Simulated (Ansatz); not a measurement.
Input and output for CH5ClNSi, SMILES `C[Si](N)Cl` radical.

```yaml
crystal:
  periodic: [false, false, false]
  atoms:
    - {symbol: C, position_ang: [-0.735581, 0.742208, -0.857589]}
    - {symbol: Si, position_ang: [0.799637, -0.149837, -0.272086]}
    - {symbol: N, position_ang: [0.616045, -0.508133, 1.398880]}
    - {symbol: Cl, position_ang: [0.967735, -1.977469, -1.241867]}
    - {symbol: H, position_ang: [-0.665580, 0.963660, -1.923554]}
    - {symbol: H, position_ang: [-0.856596, 1.685778, -0.319217]}
    - {symbol: H, position_ang: [-1.615361, 0.117224, -0.681002]}
    - {symbol: H, position_ang: [0.319616, 0.221283, 2.029524]}
    - {symbol: H, position_ang: [1.258483, -1.140815, 1.849912]}
basis:
  gaussian: {orbitals: def2-SVPD}
magnetization: {spin_polarized: true, initial_magnetization: 1}
hamiltonian: {xc: {name: SPW92}}
scf: {lower_state_search: full}
```

```sh
$ ansatz run in.yaml --threads 4 --pin off --events-out ev --progress --plain --max-ram 10444MiB
```

Shortened log:

```
Functional definition: SPW92
1168 factors; their error is unknown
mean field evaluation 1: about -22892.7617 eV, gradient 5.8e1 eV
mean field evaluation 2: about -22844.7989 eV, gradient 1.0e2 eV
mean field evaluation 4: about -22906.7851 eV, gradient 1.0e1 eV
mean field evaluation 8: about -22907.2890 eV, gradient 2.2e-1 eV
mean field evaluation 16: about -22907.2464 eV, gradient 1.5e-4 eV
mean field evaluation 96: about -22907.2464 eV, gradient 1.6e-5 eV
mean field -22907.24642964 eV, -841.8257791998 hartree, gradient 3.1e-5 eV, S^2 0.751023; 5 other end points of the search recorded, 0 dependent functions left out
reference -22907.24647354 eV, -841.8257808131 hartree; 25, 24 occupied and 106, 107 virtual orbitals, 1168 factors
Total energy: -22907.24647354 eV, -841.8257808131 hartree
```

Run time 3.1 s (4 threads of an Arm Neoverse V1 on a shared host); peak host memory 0.44 GiB.
